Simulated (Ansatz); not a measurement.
The same molecule with X = O, S, Se. Ansatz, PBE0-D4/def2-TZVP geometries, multiplicity 1. Each molecule was computed in one conformer, which needn't be the lowest.

Scalar relativity is left out up to krypton.

```csv
X,molecule,mean X–H bond length / Å,mean X–Si bond length / Å,HOMO energy (ωB97M-V/def2-TZVPP) / eV,HOMO–LUMO gap (PBE/def2-TZVPP) / eV,LUMO energy (PBE/def2-TZVPP) / eV
S,`F[SiH](F)S`,1.346,2.104,-10.50,5.96,-1.03
Se,`F[SiH](F)[SeH]`,1.470,2.247,-9.93,5.27,-1.29
```

Give the row for X = O, `O[SiH](F)F`. (An estimate is asked.)

Ansatz gave: 
```tsv
X	molecule	mean X–H bond length / Å	mean X–Si bond length / Å	HOMO energy (ωB97M-V/def2-TZVPP) / eV	HOMO–LUMO gap (PBE/def2-TZVPP) / eV	LUMO energy (PBE/def2-TZVPP) / eV
O	`O[SiH](F)F`	0.958	1.614	-12.87	8.17	-0.34
```

From O to Se the mean X–H bond length rises at each step, by 0.512 Å in all; the mean X–Si bond length rises at each step, by 0.633 Å in all; the HOMO energy (ωB97M-V/def2-TZVPP) rises at each step, by 2.94 eV in all; the HOMO–LUMO gap (PBE/def2-TZVPP) falls at each step, by 2.90 eV in all; the LUMO energy (PBE/def2-TZVPP) falls at each step, by 0.95 eV in all. Bonds lengthen as the atom grows down the group.

Spin–orbit coupling is left out; it splits and shifts lone-pair levels of the heavy atoms by tenths of an eV.
